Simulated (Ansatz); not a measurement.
These are frozen-core CCSD(T)/cc-pVTZ // CAM-B3LYP-D3(BJ)/def2-TZVP (Ansatz, a quantum-chemistry and plane-wave program) values and carry that method's errors.

Ansatz 0.2 input:
```yaml
crystal:
  periodic: [false, false, false]
  atoms:
    - { symbol: Cl, position_ang: [-1.806717, -0.360159, 0.000007] }
    - { symbol: Al, position_ang: [-0.001428, 0.713075, -0.000001] }
    - { symbol: Cl, position_ang: [1.808144, -0.352917, -0.000006] }
basis:
  gaussian: { orbitals: cc-pVTZ }
correlation:
  method: ccsd_t
magnetization:
  spin_polarized: true
  initial_magnetization: 1
```

Output:

```
Functional definition: HF
623 factors; integrals over basis functions are off by at most 7.6e-4 eV
mean field evaluation 1: about -31593.3461 eV, gradient 1.2e1 eV
mean field evaluation 2: about -31593.4680 eV, gradient 1.2e1 eV
mean field evaluation 4: about -31594.8153 eV, gradient 1.7e0 eV
mean field evaluation 8: about -31594.9069 eV, gradient 2.5e-1 eV
mean field evaluation 16: about -31594.9087 eV, gradient 2.7e-6 eV
mean field evaluation 32: about -31591.4101 eV, gradient 1.7e-1 eV
mean field -31594.90866562 eV, -1161.0914776633 hartree, gradient 2.8e-6 eV, S^2 0.753310; 1 other end points of the search recorded, 0 dependent functions left out
determinant -31594.90866562 eV, -1161.0914776633 hartree, with singles and doubles -31607.31151688 eV, -1161.5472740400 hartree
determinant -31591.41178149 eV, -1160.9629695418 hartree, with singles and doubles -31604.02404146 eV, -1161.4264615467 hartree
15 core orbitals not correlated
reference -31594.90866562 eV, -1161.0914776633 hartree; 9, 8 occupied and 78, 79 virtual orbitals, 623 factors
second order -11.47342348 eV of doubles, -0.00000000 eV of singles
cycle   1  -12.36925789 eV  change   -3.8e-1 eV  update   2.0e-2
cycle   2  -12.38873708 eV  change   -1.9e-2 eV  update   6.0e-3
cycle   3  -12.39037175 eV  change   -1.6e-3 eV  update   3.0e-3
cycle   4  -12.39176211 eV  change   -1.4e-3 eV  update   1.3e-3
cycle   5  -12.39218263 eV  change   -4.2e-4 eV  update   5.0e-4
cycle   6  -12.39224464 eV  change   -6.2e-5 eV  update   1.8e-4
cycle   7  -12.39222254 eV  change    2.2e-5 eV  update   6.1e-5
cycle   8  -12.39222345 eV  change   -9.2e-7 eV  update   2.2e-5
cycle   9  -12.39222048 eV  change    3.0e-6 eV  update   7.8e-6
perturbative correction -0.52239326 eV, -0.0191975982 hartree
Total energy: -31607.82327936 eV, -1161.5660809644 hartree
```

Cost: about 21 core-seconds (a rough figure).
